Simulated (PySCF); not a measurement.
Te(OMe)(SiH3), SMILES [SiH3][Te]OC (CH₆OSiTe) (PBE0/def2-SVP optimised geometry):

```
10

Te    -1.422    -1.146     0.000
O     -1.504     0.872     0.000
C     -1.582     1.494     1.254
H     -0.703     1.291     1.895
H     -1.621     2.580     1.064
H     -2.489     1.214     1.823
Si     1.084    -1.146     0.000
H      1.602    -0.396     1.182
H      1.621    -0.533    -1.249
H      1.497    -2.580     0.086
```

Method: PBE0/def2-TZVP, def2 effective core potentials past Kr (PySCF).

Q: What are the frontier orbital energies and the dipole moment?

A: HOMO-2 -8.82 eV, HOMO-1 -7.53 eV, HOMO -6.44 eV, LUMO -2.05 eV, LUMO+1 -0.41 eV; dipole moment 1.29 D.

On the same geometry PBE/def2-TZVP, def2 effective core potentials past Kr in PySCF gives HOMO-2 -7.48 eV, HOMO-1 -6.14 eV, HOMO -5.37 eV, LUMO -2.91 eV, LUMO+1 -1.21 eV; dipole moment 1.14 D.
